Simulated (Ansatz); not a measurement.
Frontier orbitals of FH₆NSi₂, SMILES `N[SiH2][SiH2]F`.

The species carries charge 0 and has multiplicity 1. The structure was optimised at the PBE0-D4/def2-TZVP level. It is one conformer, not always the lowest. Basis def2-TZVPP, the Gaussian-basis code of Ansatz.

Orbital energies of one run (eV). Highest occupied ones, from the top: -6.00, -6.95, -7.96, -8.47, -9.64, -10.16, -10.39, -10.63, -12.15, -12.66, -13.83, -21.04, -29.18, -94.36. Empty: -1.43, -0.45, 0.41, 0.81, 0.88, 1.21.

Question: Which functional gave them?
A. ωB97X-V
B. BLYP
C. LC-ωPBE
D. r2SCAN

Answer: B. HOMO energies: BLYP -6.00, r2SCAN -6.41, ωB97X-V -9.87, LC-ωPBE -10.21 eV.

LC-ωPBE has ω = 0.4 bohr⁻¹.
